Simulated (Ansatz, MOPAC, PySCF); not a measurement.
Donor–acceptor adduct: GaH3 (SMILES [GaH3]) (first 4 atoms) with NH3 (SMILES N); geometry from B3LYP-D3(BJ)/def2-TZVP.
(charge 0, multiplicity 1):
```xyz
8

Ga     0.47029    -0.36794     0.77091
H      0.08717    -1.90124     0.83918
H     -0.28103     0.54111    -0.28343
H      1.92853     0.05567     1.21425
N     -0.59425     0.29204     2.55530
H     -1.58758     0.10580     2.46808
H     -0.25006    -0.19355     3.37672
H     -0.46835     1.28839     2.69822
```

Monomers are frozen at their geometry in the pair; levels with a basis set take the counterpoise correction. Rows marked so take none.

Rows in 3-21G, 6-31G* carry no dispersion term and start afresh at each structure (6-31G* with six Cartesian d functions); the Pople sets are all-electron and without relativity. The state that PM6 reach isn't checked.

Programs: Ansatz (Gaussian basis) for Hartree–Fock, density functionals and correlated methods; MOPAC for PM6 (differences of heats of formation); PySCF for 3-21G rows, 6-31G* rows. Each number belongs to the level named beside it.

### Question
One of these levels gives -88.2 kJ/mol for the interaction energy. Which one is it?
(A) HF/aug-cc-pVDZ
(B) BP86/6-31G* (no counterpoise)
(C) PM6
(D) HF/3-21G (no counterpoise)

### Answer
A, HF/aug-cc-pVDZ. The others give -111.5 (PM6), -174.4 (HF/3-21G (no counterpoise)), -124.8 (BP86/6-31G* (no counterpoise))

Ansatz is an electronic-structure program.
